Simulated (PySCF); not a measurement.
Cr(O)(OH)4 (CrH4O5), SMILES [O]=[Cr]([OH])([OH])([OH])[OH], multiplicity 1. Atoms are numbered in the order given.

```xyz
10

Cr    -0.0999     0.1247     0.0000
O     -0.3308     1.6583     0.0000
O      0.6073    -1.6031     0.0000
H      1.5751    -1.6416     0.0000
O     -0.9574    -0.2850    -1.4615
H     -0.7126    -1.2098    -1.6507
O      1.6898     0.4695     0.0000
H      1.8363     1.4301     0.0000
O     -0.9574    -0.2850     1.4615
H     -0.7126    -1.2098     1.6507
```

Geometry optimised at B3LYP-D3(BJ)/def2-SVP. The multiplicity is an assumed one; other spin states were not compared. Other conformers were not sampled.

Calculation: CAM-B3LYP/def2-TZVP run with PySCF.

Symmetry labels are those of the subgroup Cs that the program uses (full group Cs).

Task: List the valence orbital energies around the gap with their symmetry. (Estimate from the structure and the level; the computed values follow.)

Result: 
```csv
orbital,symmetry,energy (eV)
HOMO−7,A',-13.31
HOMO−6,A",-12.41
HOMO−5,A",-12.26
HOMO−4,A',-12.07
HOMO−3,A',-11.50
HOMO−2,A",-11.10
HOMO−1,A',-10.72
HOMO,A",-10.22
LUMO,A",-3.37
LUMO+1,A',-3.20
LUMO+2,A',-2.61
LUMO+3,A",-2.08
```
